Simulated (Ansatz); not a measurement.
C2H4F2OSi can be A, `C=C(F)[SiH](O)F`, or B, `O/C(=C\F)[SiH2]F`.

Gas-phase electronic energies from Ansatz, PBE0-D4/def2-TZVP geometries. CCSD(T)/CBS adds triple-zeta CCSD(T) − MP2 to the extrapolated MP2 energy (def2 sets, frozen cores). Functionals use def2-TZVPP. B3LYP here is the variant with VWN-RPA as its local correlation; programs differ in this. Each species was taken in one conformer, which may not be the lowest.

A:

Z-matrix (Å, degrees):
```
Si
O 1 1.627
C 1 1.871 2 110.2
F 1 1.593 2 111.4 3 -118.0
H 1 1.473 2 107.0 3 123.8
H 2 0.959 1 118.9 3 60.4
F 3 1.352 1 114.9 2 -168.1
C 3 1.324 1 125.7 2 13.1
H 8 1.084 3 121.8 1 179.0
H 8 1.082 3 119.5 1 -0.2
```

B:

Z-matrix (Å, degrees):
```
Si
F 1 1.600
C 1 1.862 2 106.7
H 1 1.481 2 108.6 3 -119.8
H 1 1.481 2 108.6 3 119.8
C 3 1.329 1 121.1 2 -0.0
O 3 1.361 1 115.4 2 180.0
F 6 1.348 3 120.1 1 -180.0
H 6 1.080 3 125.7 1 0.0
H 7 0.965 3 109.1 1 180.0
```

(1) Which isomer does CCSD(T)/CBS put lower? Give the gap. (Estimate.)

(2) Give E(B) − E(A) in kcal/mol with r2SCAN-D4, CCSD/def2-TZVPP, B3LYP, MP2/def2-TZVPP, CCSD(T)/def2-TZVPP, ωB97M-V, B2PLYP. (An estimate is asked.)

Largest T1 diagnostic: 0.013.

Results:

(1) Ansatz gave: A, by 43.2 kcal/mol.

(2) Computed: r2SCAN-D4 41.6, CCSD/def2-TZVPP 43.2, B3LYP 41.3, MP2/def2-TZVPP 44.0, CCSD(T)/def2-TZVPP 42.8, ωB97M-V 42.5, B2PLYP 42.6. None reverses the order clearly.

From PBE to PBE0 (25 % exact exchange), in def2-TZVPP and without D4, E(B) − E(A) moves by +1.5 kcal/mol.
